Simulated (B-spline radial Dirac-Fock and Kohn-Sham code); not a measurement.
# Photoelectron lines of Ca at 12000 eV

System: the Ca atom, configuration [Ar] 4s2.

The computed values come from a radial atomic solver: a relativistic central-field model (Hartree-Slater potential of the initial state, Latter tail, multipole expansion of the photon field, Dirac-Fock thresholds). The asymmetry parameter β is from the dipole term alone. Kinetic energies are from the vacuum level.

| subshell | electrons | binding (eV) | kinetic (eV) | σ (kb) | β |
| --- | --- | --- | --- | --- | --- |
| 1s | 2 | 4047.7 | 7952.3 | ? | ? |
| 2s | 2 | 450.0 | 11550.0 | 0.243 | 2.00 |
| 2p1/2 | 2 | 360.6 | 11639.4 | 0.0223 | 0.45 |
| 2p3/2 | 4 | 357.1 | 11642.9 | 0.0418 | 0.42 |
| 3s | 2 | 58.77 | 11941.2 | 0.0316 | 2.00 |
| 3p1/2 | 2 | 34.00 | 11966.0 | 0.00262 | 0.44 |
| 3p3/2 | 4 | 33.62 | 11966.4 | 0.00490 | 0.40 |
| 4s | 2 | 5.14 | 11994.9 | 0.00275 | 2.00 |

Question: What are σ and β for 1s?

Answer: σ = 3.37 kb, the largest of all subshells and 91 % of the total, and β = 2.00.
